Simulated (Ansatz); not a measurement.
Reactions of AlClFGeH$_{3}$ (`[F][Al]([Cl])[GeH3]`).

Isolated molecules relaxed with PBE0-D4/def2-TZVP in Ansatz; ΔE leaves out vibrations. CCSD(T)/CBS adds triple-zeta CCSD(T) − MP2 to the extrapolated MP2 energy (def2 sets, frozen cores). This one scheme is used for every species. Double bonds are as drawn, so ΔE can hold a change between cis and trans. Functionals use def2-TZVPP. Elements past krypton have def2 core potentials. For Br, Ga, Ge, W outer-core shells are correlated without core-valence functions, which leaves a few kJ/mol of doubt a bond. Scalar relativity is left out up to krypton. One conformer a species, not always the lowest.

| reaction | B2PLYP (kJ/mol) | CCSD(T)/CBS(def2) (kJ/mol) |
| --- | --- | --- |
| `[F][Al]([Cl])[GeH3]` + `C=CNC` → `C[NH][Al]([F])[Cl]` + `C=[CH][GeH3]` | -73 | -79 |
| `[F][Al]([Cl])[GeH3]` + `COC(C)(F)Cl` → `C[C](F)(Cl)[GeH3]` + `C[O][Al]([F])[Cl]` | -102 | -103 |
| `[F][Al]([Cl])[GeH3]` + HBr → `[F][Al]([Cl])[Br]` + GeH₄ | -121 | -120 |
| `[F][Al]([Cl])[GeH3]` + H₂ → `[F][AlH][GeH3]` + HCl | 149 | 152 |
| `[F][Al]([Cl])[GeH3]` + `C/C=C\C[SiH3]` → `[CH3][Al]([F])[GeH3]` + `[SiH3]C/C=C/Cl` | 183 | 186 |
| `[F][Al]([Cl])[GeH3]` + CH₄ → `[CH3][Al]([F])[GeH3]` + HCl | 172 | 169 |
| `[F][Al]([Cl])[GeH3]` + CH₃SH → `C[S][Al]([F])[Cl]` + GeH₄ | -71 | -72 |
| `[F][Al]([Cl])[GeH3]` + `[OH][GaH][Br]` → `[OH][GaH][GeH3]` + `[F][Al]([Cl])[Br]` | -18 | -22 |
| `[F][Al]([Cl])[GeH3]` + `[CH3][W](=[O])(=[S])[Cl]` → `[Cl][Al]([Cl])[GeH3]` + `[CH3][W](=[O])([F])=[S]` | 30 | 30 |
| `[F][Al]([Cl])[GeH3]` + H–F → `[F][Al]([F])[Cl]` + GeH₄ | -148 | -139 |

Largest T1 diagnostic: 0.023, for `[CH3][W](=[O])([F])=[S]`.
